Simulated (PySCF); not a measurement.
SMILES C1=C\CC/C=C\CC/1, C8H12

Molfile (atoms numbered from 1):
```
C8H12
     RDKit          3D

 20 20  0  0  0  0  0  0  0  0999 V2000
    0.7413    1.4676   -0.8197 C   0  0  0  0  0  0  0  0  0  0  0  0
   -0.5699    1.6524   -0.6283 C   0  0  0  0  0  0  0  0  0  0  0  0
   -1.4373    0.9578    0.3847 C   0  0  0  0  0  0  0  0  0  0  0  0
   -1.6941   -0.5390    0.0756 C   0  0  0  0  0  0  0  0  0  0  0  0
   -0.8014   -1.4828    0.8328 C   0  0  0  0  0  0  0  0  0  0  0  0
    0.5098   -1.6681    0.6416 C   0  0  0  0  0  0  0  0  0  0  0  0
    1.3769   -0.9732   -0.3716 C   0  0  0  0  0  0  0  0  0  0  0  0
    1.6338    0.5236   -0.0625 C   0  0  0  0  0  0  0  0  0  0  0  0
    1.2144    2.0383   -1.6272 H   0  0  0  0  0  0  0  0  0  0  0  0
   -1.0764    2.3616   -1.2930 H   0  0  0  0  0  0  0  0  0  0  0  0
   -2.4022    1.4840    0.4366 H   0  0  0  0  0  0  0  0  0  0  0  0
   -0.9897    1.0386    1.3906 H   0  0  0  0  0  0  0  0  0  0  0  0
   -2.7403   -0.7806    0.3161 H   0  0  0  0  0  0  0  0  0  0  0  0
   -1.5848   -0.6987   -1.0112 H   0  0  0  0  0  0  0  0  0  0  0  0
   -1.2744   -2.0534    1.6403 H   0  0  0  0  0  0  0  0  0  0  0  0
    1.0164   -2.3772    1.3063 H   0  0  0  0  0  0  0  0  0  0  0  0
    2.3418   -1.4994   -0.4238 H   0  0  0  0  0  0  0  0  0  0  0  0
    0.9291   -1.0540   -1.3775 H   0  0  0  0  0  0  0  0  0  0  0  0
    1.5245    0.6832    1.0244 H   0  0  0  0  0  0  0  0  0  0  0  0
    2.6800    0.7650   -0.3030 H   0  0  0  0  0  0  0  0  0  0  0  0
  1  2  2  0
  2  3  1  0
  3  4  1  0
  4  5  1  0
  5  6  2  0
  6  7  1  0
  7  8  1  0
  8  1  1  0
  1  9  1  0
  2 10  1  0
  3 11  1  0
  3 12  1  0
  4 13  1  0
  4 14  1  0
  5 15  1  0
  6 16  1  0
  7 17  1  0
  7 18  1  0
  8 19  1  0
  8 20  1  0
M  END
```

Computed with TDDFT CAM-B3LYP/aug-cc-pVDZ excited states, vertical, gas phase in PySCF 2.14.0. Geometry: PBE0-D3(BJ)/def2-SVP.

Problem. How strongly do the lowest singlets absorb one photon, and two photons of half the energy?

Solution. δ for parallel linear polarisation; σ at the peak of a Lorentzian of half width 0.1 eV, single beam; Ω is circular over linear.
| state | E (eV) | f | photon λ (nm) | δ (au) | σ (GM) | Ω | main |
| --- | --- | --- | --- | --- | --- | --- | --- |
| S1 | 5.99 | 0.000 | 414 | 260 | 3.41 | 0.74 | HOMO→LUMO 0.81, HOMO−1→LUMO+2 0.11 |
| S2 | 6.12 | 0.000 | 405 | 10.8 | 0.15 | 1.50 | HOMO→LUMO+4 0.55, HOMO→LUMO+9 0.21 |
| S3 | 6.18 | 0.047 | 402 | <0.1 | 0.00 | – | HOMO→LUMO+2 0.57, HOMO−1→LUMO 0.33 |
| S4 | 6.46 | 0.106 | 384 | <0.1 | 0.00 | – | HOMO→LUMO+1 0.82, HOMO→LUMO+8 0.09 |
| S5 | 6.54 | 0.036 | 379 | <0.1 | 0.00 | – | HOMO→LUMO+3 0.83 |
| S6 | 6.83 | 0.000 | 363 | 209 | 3.58 | 0.09 | HOMO−1→LUMO+2 0.30, HOMO→LUMO+5 0.26 |
